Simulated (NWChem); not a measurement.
NbNHF₃; SMILES [NH]=[Nb]([F])([F])[F]

```xyz
6

Nb     0.0000     0.0000     0.0214
N      0.0000     0.0000     1.7495
H      0.0000     0.0000     2.7649
F     -0.6457     1.6582    -0.5387
F     -1.1132    -1.3883    -0.5387
F      1.7589    -0.2699    -0.5387
```
Atoms are numbered in this order, from 1.

Level: PBE0/def2-SVP with def2 effective core potentials on Nb (NWChem), optimised geometry, unscaled harmonic frequencies. def2 effective core potentials on Nb; no spin-orbit coupling.

| frequency (cm⁻¹) | IR intensity (km/mol) |
|---|---|
| 165 | 9.5 |
| 165 | 9.5 |
| 212 | 16.2 |
| 258 | 0.0 |
| 258 | 0.0 |
| 567 | 158.4 |
| 567 | 158.4 |
| 695 | 75.7 |
| 725 | 193.5 |
| 725 | 193.5 |
| 1065 | 136.4 |
| 3673 | 219.2 |

```yaml
zero_point_energy: 13.0 kcal/mol
thermal correction to the enthalpy at 298.15 K (with zero-point energy): 17.5 kcal/mol
heat capacity Cv: 20.0 cal/(mol K)
entropy at 298.15 K and 1 atm (symmetry number 3): 78.1 cal/(mol K)
```

Rigid rotor and harmonic oscillator.
